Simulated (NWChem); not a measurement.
## Atomisation of Cl₄Ge

```
Ge
Cl 1 2.1267
Cl 1 2.1267 2 109.49
Cl 1 2.1268 2 109.46 3 120.00
Cl 1 2.1268 2 109.46 4 120.01
```
Charge 0, spin multiplicity 1.

Program: NWChem. All single points use one geometry, from PBE0/def2-SVP, a minimum by its harmonic frequencies.

Basis set: def2-TZVP. The atomisation energy is electronic alone: no zero-point, thermal, spin-orbit or counterpoise terms. No value is extrapolated to the basis-set limit. Free atoms are single determinants with multiplicities Cl 2, Ge 3. Correlated methods freeze the same cores in atoms and molecule, 29 orbitals in all.

```json
[
 {"method": "HF", "atomisation energy (kcal/mol)": "235.2", "relative cost": "1"},
 {"method": "PBE0", "atomisation energy (kcal/mol)": "332.6", "relative cost": "under 3"},
 {"method": "PBE", "atomisation energy (kcal/mol)": "338.1", "relative cost": "under 3"},
 {"method": "BP86", "atomisation energy (kcal/mol)": "331.4", "relative cost": "under 3"},
 {"method": "BLYP", "atomisation energy (kcal/mol)": "310.5", "relative cost": "under 3"},
 {"method": "B3LYP", "atomisation energy (kcal/mol)": "313.9", "relative cost": "under 3"},
 {"method": "M06-2X", "atomisation energy (kcal/mol)": "338.6", "relative cost": "under 3"},
 {"method": "MP2", "atomisation energy (kcal/mol)": "344.0", "relative cost": "7"}
]
```

The values span 108.8 kcal/mol, from HF (lowest) to MP2 (highest). Relative cost: rough, from shared machines, SCF included, HF = 1. Costs are the molecule's.

The Hamiltonian is non-relativistic. B3LYP has NWChem's definition, with VWN1-RPA local correlation. The structure started from a generated list of species. The stability of the SCF solutions was not checked. Open-shell Hartree-Fock references start from PBE0 orbitals; any time given for them includes that run.
